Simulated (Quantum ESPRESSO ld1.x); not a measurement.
Values are calculated unless marked as measured or tabulated.
Question: Code: ld1.x of Quantum ESPRESSO 7.5. Model: Dirac Kohn-Sham, PW91, spin-unpolarised, spherical densities, point nucleus; open shells fill j = l - 1/2 first. Each species is in its NIST ground configuration. Rank O, N, B, Be, Li, F, Ne, C by Delta-SCF ionisation energy (eV), largest first.

Answer: Ne 22.549, F 19.465, O 16.504, N 13.659, C 10.932, Be 9.579, B 8.270, Li 5.347.
